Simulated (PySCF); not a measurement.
`C#CB(F)F`, C2HBF2

Molfile (atoms numbered from 1):
```
C2HBF2
     RDKit          3D

  6  5  0  0  0  0  0  0  0  0999 V2000
    1.6064   -0.0687    0.0864 C   0  0  0  0  0  0  0  0  0  0  0  0
    0.3925   -0.0448    0.0427 C   0  0  0  0  0  0  0  0  0  0  0  0
   -1.1317   -0.0028   -0.0208 B   0  0  0  0  0  0  0  0  0  0  0  0
   -1.7535    1.0139   -0.5774 F   0  0  0  0  0  0  0  0  0  0  0  0
   -1.8678   -0.9748    0.4745 F   0  0  0  0  0  0  0  0  0  0  0  0
    2.6815   -0.0879    0.1239 H   0  0  0  0  0  0  0  0  0  0  0  0
  1  2  3  0
  2  3  1  0
  3  4  1  0
  3  5  1  0
  1  6  1  0
M  END
```

Computed, not measured: PySCF 2.14.0, TDDFT B3LYP/def2-SVPD excited states, vertical, gas phase. Geometry: PBE0-D3(BJ)/def2-SVP.

How strongly do the lowest singlets absorb one photon, and two photons of half the energy?

δ for parallel linear polarisation; σ at the peak of a Lorentzian of half width 0.1 eV, single beam; Ω is circular over linear.
| state | E (eV) | f | photon λ (nm) | δ (au) | σ (GM) | Ω | main |
| --- | --- | --- | --- | --- | --- | --- | --- |
| S1 | 5.19 | 0.000 | 477 | <0.1 | 0.00 | – | HOMO→LUMO 0.99 |
| S2 | 6.02 | 0.047 | 412 | 20.5 | 0.27 | 0.78 | HOMO−1→LUMO 0.71, HOMO→LUMO+1 0.28 |
| S3 | 6.85 | 0.000 | 362 | <0.1 | 0.00 | – | HOMO−1→LUMO+1 0.99 |
| S4 | 7.99 | 0.049 | 311 | 0.1 | 0.00 | 1.47 | HOMO→LUMO+2 0.98 |
| S5 | 8.20 | 0.055 | 303 | 1.47 | 0.04 | 1.50 | HOMO−1→LUMO+2 0.98 |

Among these, the strongest one-photon state is S5, the strongest two-photon state S2, with a dipole change of 1.3 D (relaxed, norm of the difference vector).
